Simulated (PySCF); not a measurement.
**Which determinant of VO lies lowest?**

Unrestricted PBE0; V def2-TZVPP, O def2-TZVPP; no relativity (PySCF 2.14). Outer shells of the fragments: V 3d3 4s2; O 2s2 2p4.

Followed along the bond (rough minima from three points):

| 2Ms+1 | unpaired | ⟨S²⟩ at the start | R at minimum (Å) | Te (eV) |
| --- | --- | --- | --- | --- |
| 4 | σ ↑, δ ↑↑ | 4.03 | 1.57 | 0.00 |
| 2 | σ ↓, δ ↑↑ | 1.95 | 1.56 | 0.67 |
| 4 | σ ↑, π ↑, δ ↑ | 4.03 | 1.61 | 1.01 |
| 4 | σ ↑, π ↑, δ ↑ | 4.17 | 1.61 | 1.07 |
| 4 | π ↑, δ ↑↑ | 3.95 | 1.62 | 1.31 |
| 2 | σ ↓, π ↑, δ ↑ | 2.08 | 1.60 | 1.72 |

Solutions found at the starting distance of 1.830 Å, counted from the lowest of them; the search is not exhaustive and high or unbound solutions are not listed, so other states can lie among these:

```
2Ms+1         unpaired          term  E (eV)  ⟨S²⟩  ⟨Lz²⟩  μ (D)
    4        σ ↑, δ ↑↑           ⁴Σ⁻    0.00  4.03   0.00  -5.47
    4    σ ↑, π ↑, δ ↑  not assigned    0.60  4.03   4.00  -5.68
    4    σ ↑, π ↑, δ ↑         mixed    0.67  4.17   5.01  -4.75
    4        π ↑, δ ↑↑         mixed    0.88  3.95   1.51  -6.50
    2        σ ↓, δ ↑↑         mixed    0.92  1.95   0.00  -3.82
    2    σ ↓, π ↑, δ ↑         mixed    1.46  2.08   5.01  -4.36
    6  σ ↑, π ↑↑, δ ↑↑         mixed    1.58  8.76   2.19  -3.18
    2              δ ↑         mixed    1.66  1.66   4.00  -3.16
    4        σ ↑↑, δ ↑         mixed    1.72  4.23   4.00  -1.90
    6  σ ↑, π ↑↑, δ ↑↑         mixed    1.78  8.76   2.23  -3.23
```

A term symbol is given only where ⟨S²⟩ and ⟨Lz²⟩ are close to those of a pure state; real π, δ and φ orbitals otherwise mix terms. A positive dipole means V(−)O(+).

With d or f electrons several states lie close, and the lowest PBE0 determinant need not be the measured ground state.
